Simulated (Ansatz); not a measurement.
Consider the silylene formation by 1,1-elimination: `CN[SiH](C)O` → CH₃NH₂ + `C[Si]O`.

Computed with Ansatz on PBE0-D4/def2-TZVP structures; ΔE is electronic, products minus reactants. CCSD(T)/CBS is the MP2 limit (def2-TZVPP, def2-QZVPP) plus CCSD(T) − MP2 in def2-TZVPP, frozen cores. This one scheme is used for every species. Functionals use def2-TZVPP. B3LYP here is the variant with VWN-RPA as its local correlation; programs differ in this. Each species was taken in one conformer, which may not be the lowest.

```json
{"level": "revPBE-D4", "ΔE (kcal/mol)": "56.9"}
{"level": "BLYP-D4", "ΔE (kcal/mol)": "55.0"}
{"level": "r2SCANh-D4", "ΔE (kcal/mol)": "64.5"}
{"level": "CAM-B3LYP-D4", "ΔE (kcal/mol)": "61.7"}
{"level": "ωB97X-V", "ΔE (kcal/mol)": "62.6"}
{"level": "B3LYP", "ΔE (kcal/mol)": "54.9"}
{"level": "SCS-MP2/def2-TZVPP", "ΔE (kcal/mol)": "61.5"}
{"level": "HF/def2-QZVPP", "ΔE (kcal/mol)": "59.9"}
```

(1) What does CCSD(T)/CBS give? (An estimate is asked.)

(2) What do rigid-rotor, harmonic-oscillator terms from PBE0-D4/def2-TZVP frequencies (298.15 K, 1 bar) make of the CCSD(T)/CBS value? (Best estimate.)

Largest T1 diagnostic among the species: 0.014.

Answers

(1) The calculation gave: +60.8 kcal/mol. The listed levels differ from it by -3.9, -5.8, 3.7, 0.9, 1.8, -5.9, 0.7, -0.9 kcal/mol.

(2) Computed: ΔZPE = -0.5 kcal/mol, ΔH = +60.7 kcal/mol, ΔS = 161 J/(mol·K), ΔG = +49.3 kcal/mol.

From r2SCAN to r2SCAN0 (25 % exact exchange), in def2-TZVPP and without D4, ΔE moves by +1.6 kcal/mol. The D4 term adds +4.1 kcal/mol with B3LYP and +2.3 kcal/mol with PBE0; it sums over pairs of atoms, weighted by their polarisabilities, and B3LYP, whose exchange is more repulsive, gets the larger term. Leaving LDA and LC-ωPBE aside and taking each functional with its dispersion term where it has one, the values, not all of them listed here, spread over 10.4 kcal/mol, from BLYP-D4 to r2SCAN0-D4. LDA lies +9.5 kcal/mol from PBE without D4.
